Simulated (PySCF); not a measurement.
# EPR parameters of C5H6NS

Species: C5H6NS (doublet state).
Structure used (GFN2-xTB), in Å, numbered top down from 1:
```
atom  x, y, z in Å
C1    -2.7140    0.3721   -0.2320
C2    -1.3931    0.1143   -0.0609
C3    -0.7805   -0.9094    0.7061
N4     0.5444   -0.9327    0.6976
C5     1.0731    0.0049   -0.0263
C6     2.5258    0.2075   -0.2083
S7    -0.1020    1.0595   -0.8051
H8    -3.0552    1.1847   -0.8453
H9    -3.4524   -0.2422    0.2506
H10   -1.3284   -1.6394    1.2725
H11    2.8203    1.1983    0.1385
H12    3.0636   -0.5487    0.3573
H13    2.7939    0.1315   -1.2624
```

The hyperfine couplings belong to this conformer and change with its torsions.

The species is `[CH2]c1cnc(C)s1` [radical].

The calculation used UKS B3LYP, pcH-1 on C H N S, non-relativistic, mean-field spin-orbit, GIAO (PySCF 2.14.0). Isolated species at its GFN2-xTB geometry, gas phase. A GFN2-xTB geometry isn't a minimum of the functional, and hyperfine couplings can be far from their values at a DFT geometry. The SCF solution wasn't tested for stability. ⟨S²⟩ is 0.778 where a pure state has 0.75.

```
g1, g2, g3        : 2.00197, 2.00216, 2.00416
g_iso             : 2.00276
Form of g         : close to axial: the two nearest values differ by 9 % of g3 − g1
⟨S²⟩              : 0.7782 (exact 0.7500)
α and β electrons : 30, 29
Total energy      : -647.06341 Eh
```

Hyperfine couplings atom by atom, in mT; T1 to T3 are the principal values of the dipolar part (MHz turned into mT with g_iso):

| atom | isotope | a_iso | of which spin–orbit | T1 | T2 | T3 | Mulliken spin population |
| --- | --- | --- | --- | --- | --- | --- | --- |
| C1 | 13C | 1.77 | 0.00 | -1.72 | -1.67 | 3.39 | 0.63 |
| C2 | 13C | -1.54 | 0.00 | -0.87 | 0.34 | 0.54 | -0.21 |
| C3 | 13C | 1.48 | 0.00 | -1.29 | -1.27 | 2.56 | 0.43 |
| N4 | 14N | -0.25 | 0.00 | -0.24 | 0.11 | 0.13 | -0.11 |
| C5 | 13C | 1.31 | 0.00 | -1.04 | -0.99 | 2.03 | 0.29 |
| C6 | 13C | -0.43 | 0.00 | -0.03 | 0.01 | 0.02 | -0.03 |
| S7 | 33S | 0.05 | 0.00 | -0.19 | -0.07 | 0.25 | 0.03 |
| H8 | 1H | -1.39 | 0.00 | -0.82 | -0.01 | 0.83 | -0.03 |
| H9 | 1H | -1.34 | 0.00 | -0.76 | -0.04 | 0.79 | -0.03 |
| H10 | 1H | -1.07 | 0.00 | -0.55 | -0.05 | 0.61 | -0.02 |
| H11 | 1H | 1.34 | 0.00 | -0.07 | -0.06 | 0.12 | 0.02 |
| H12 | 1H | 0.04 | 0.00 | -0.07 | -0.06 | 0.13 | 0.00 |
| H13 | 1H | 1.34 | 0.00 | -0.07 | -0.06 | 0.12 | 0.02 |

Largest spin populations (Mulliken): C1 (+0.63), C3 (+0.43), C5 (+0.29) and C2 (-0.21). Three atoms exceed +0.15. The angles at C1 add up to 360.0°, so it is planar.

Axes: g1 points within 4° of the C5–S7 bond and g3 points within 2° of the C1–H9 bond.

Under fast tumbling the dipolar parts average out, and these isotropic splittings remain: 1 × 1H (H8, I = 1/2, 2 lines) with 1.39 mT, 1 × 1H (H9, I = 1/2, 2 lines) with 1.34 mT, 1 × 1H (H10, I = 1/2, 2 lines) with 1.07 mT, 3 × 1H (H11/H12/H13, I = 1/2, 4 lines) with 0.91 mT and 1 × 14N (N4, I = 1, 3 lines) with 0.25 mT.

Class means assume fast exchange of nuclei equivalent by connectivity; if that motion is slow, each nucleus keeps its own coupling. H8 and H9 aren't averaged: C1 is flat or nearly so (angle sum 360°), and its turn about the short C1–C2 bond (1.36 Å) is taken as slow. The three 1H nuclei of mean +25.4 MHz run from 1.1 to 37.6 MHz in the frozen geometry.

The 13C coupling of C1 (49.5 MHz) shows only in satellite lines or after enrichment, since that isotope makes up about 1.07 % of natural carbon.

β density exceeds α density at some nuclei, such as C2 (-0.0383), N4 (-0.0213) and C6 (-0.0107), spin density in bohr⁻³. In a single determinant that takes different orbitals for the two spins, that is spin polarisation.
